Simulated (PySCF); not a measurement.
Compound: C6H4FOP.
Bonds: O1–C2 (double), C2–C3, C3–C4 (aromatic), C4–P5 (aromatic), P5–C6 (aromatic), C6–C7 (aromatic), C7–C8 (aromatic), C8–F9, C3–C8 (aromatic). Hydrogens: H10 on C2; H11 on C4; H12 on C6; H13 on C7.

The same species was optimised twice, with GFN2-xTB and with PBE0-D3(BJ)/def2-SVP (PySCF), and the same property calculations (PySCF, gas phase) were run on both structures.

```tsv
coordinate	GFN2-xTB	PBE0-D3(BJ)/def2-SVP	change
C8–F9 (Å)	1.349	1.331	-0.018
C2–C3 (Å)	1.478	1.491	+0.013
C6–C7 (Å)	1.378	1.387	+0.009
C7–C8 (Å)	1.384	1.392	+0.008
C3–C4 (Å)	1.390	1.397	+0.007
P5–C6 (Å)	1.740	1.747	+0.007
C3–C8 (Å)	1.395	1.399	+0.004
O1=C2 (Å)	1.203	1.204	+0.001
C4–P5 (Å)	1.730	1.731	+0.001
O1–C2–C3 (°)	124.4	123.1	-1.3
C6–C7–C8 (°)	122.5	122.1	-0.4
P5–C6–C7 (°)	125.8	126.2	+0.4
C3–C4–P5 (°)	126.5	126.9	+0.4
C4–P5–C6 (°)	99.6	99.4	-0.2
C7–C8–F9 (°)	117.1	117.3	+0.2
C3–C8–F9 (°)	118.6	118.4	-0.2
C3–C8–C7 (°)	124.3	124.3	0.0
O1–C2–C3–C4 (°)	0	0	0
```

Rotational constants: A = 2036, B = 1267, C = 781.1 MHz (GFN2-xTB) against A = 2025, B = 1264, C = 778.2 MHz (PBE0-D3(BJ)/def2-SVP). Point groups within 0.08 Å: Cs and Cs.

On the GFN2-xTB structure: lowest singlet, TDDFT (eV) 3.71 [CAM-B3LYP/def2-SVPD]; isotropic polarisability (au) 96.5 [CAM-B3LYP/def2-SVPD]; HOMO (eV) -8.70 [CAM-B3LYP/def2-SVPD]; LUMO (eV) -1.50 [CAM-B3LYP/def2-SVPD]; dipole (D) 3.26 [CAM-B3LYP/def2-SVPD]; HOMO (eV) -7.61 [PBE0/pcSseg-1]; LUMO (eV) -2.50 [PBE0/pcSseg-1]; dipole (D) 3.12 [PBE0/pcSseg-1]; GIAO shielding of O1 (ppm) -344.1 [PBE0/pcSseg-1]; GIAO shielding of C2 (ppm) -2.7 [PBE0/pcSseg-1]; GIAO shielding of C3 (ppm) 55.5 [PBE0/pcSseg-1]; GIAO shielding of C4 (ppm) 18.1 [PBE0/pcSseg-1]; GIAO shielding of P5 (ppm) 107.8 [PBE0/pcSseg-1]; GIAO shielding of C6 (ppm) 12.8 [PBE0/pcSseg-1]; GIAO shielding of C7 (ppm) 57.5 [PBE0/pcSseg-1]; GIAO shielding of C8 (ppm) 9.9 [PBE0/pcSseg-1].

Q: What do these properties become on the PBE0-D3(BJ)/def2-SVP structure?

A: 
```json
{"property": "lowest singlet, TDDFT (eV)", "level": "CAM-B3LYP/def2-SVPD", "on GFN2-xTB": "3.71", "on PBE0-D3(BJ)/def2-SVP": "3.73", "change": "+0.02"}
{"property": "isotropic polarisability (au)", "level": "CAM-B3LYP/def2-SVPD", "on GFN2-xTB": "96.5", "on PBE0-D3(BJ)/def2-SVP": "97.4", "change": "+0.9"}
{"property": "HOMO (eV)", "level": "CAM-B3LYP/def2-SVPD", "on GFN2-xTB": "-8.70", "on PBE0-D3(BJ)/def2-SVP": "-8.64", "change": "+0.06"}
{"property": "LUMO (eV)", "level": "CAM-B3LYP/def2-SVPD", "on GFN2-xTB": "-1.50", "on PBE0-D3(BJ)/def2-SVP": "-1.48", "change": "+0.02"}
{"property": "dipole (D)", "level": "CAM-B3LYP/def2-SVPD", "on GFN2-xTB": "3.26", "on PBE0-D3(BJ)/def2-SVP": "3.20", "change": "-0.06"}
{"property": "energy, GFN2-xTB geometry as zero (kcal/mol)", "level": "CAM-B3LYP/def2-SVPD", "on GFN2-xTB": "0.0", "on PBE0-D3(BJ)/def2-SVP": "-0.3", "change": "-0.3"}
{"property": "HOMO (eV)", "level": "PBE0/pcSseg-1", "on GFN2-xTB": "-7.61", "on PBE0-D3(BJ)/def2-SVP": "-7.56", "change": "+0.05"}
{"property": "LUMO (eV)", "level": "PBE0/pcSseg-1", "on GFN2-xTB": "-2.50", "on PBE0-D3(BJ)/def2-SVP": "-2.48", "change": "+0.02"}
{"property": "dipole (D)", "level": "PBE0/pcSseg-1", "on GFN2-xTB": "3.12", "on PBE0-D3(BJ)/def2-SVP": "3.09", "change": "-0.03"}
{"property": "energy, GFN2-xTB geometry as zero (kcal/mol)", "level": "PBE0/pcSseg-1", "on GFN2-xTB": "0.0", "on PBE0-D3(BJ)/def2-SVP": "-0.2", "change": "-0.2"}
{"property": "GIAO shielding of O1 (ppm)", "level": "PBE0/pcSseg-1", "on GFN2-xTB": "-344.1", "on PBE0-D3(BJ)/def2-SVP": "-345.7", "change": "-1.6"}
{"property": "GIAO shielding of C2 (ppm)", "level": "PBE0/pcSseg-1", "on GFN2-xTB": "-2.7", "on PBE0-D3(BJ)/def2-SVP": "-3.1", "change": "-0.4"}
{"property": "GIAO shielding of C3 (ppm)", "level": "PBE0/pcSseg-1", "on GFN2-xTB": "55.5", "on PBE0-D3(BJ)/def2-SVP": "53.7", "change": "-1.8"}
{"property": "GIAO shielding of C4 (ppm)", "level": "PBE0/pcSseg-1", "on GFN2-xTB": "18.1", "on PBE0-D3(BJ)/def2-SVP": "16.6", "change": "-1.5"}
{"property": "GIAO shielding of P5 (ppm)", "level": "PBE0/pcSseg-1", "on GFN2-xTB": "107.8", "on PBE0-D3(BJ)/def2-SVP": "112.0", "change": "+4.2"}
{"property": "GIAO shielding of C6 (ppm)", "level": "PBE0/pcSseg-1", "on GFN2-xTB": "12.8", "on PBE0-D3(BJ)/def2-SVP": "10.9", "change": "-1.9"}
{"property": "GIAO shielding of C7 (ppm)", "level": "PBE0/pcSseg-1", "on GFN2-xTB": "57.5", "on PBE0-D3(BJ)/def2-SVP": "55.3", "change": "-2.2"}
{"property": "GIAO shielding of C8 (ppm)", "level": "PBE0/pcSseg-1", "on GFN2-xTB": "9.9", "on PBE0-D3(BJ)/def2-SVP": "10.3", "change": "+0.4"}
```

The heavy atoms differ by 0.012 Å rms after alignment. Among bonds between heavy atoms C8–F9 changes most (-0.018 Å). Changes are differences of the printed values. Neither structure is proved a minimum here.

The values belong to the conformer `[O:1]=[CH:2][c:3]1[cH:4][p:5][cH:6][cH:7][c:8]1[F:9]`: O1–C2–C3–C4 0°.
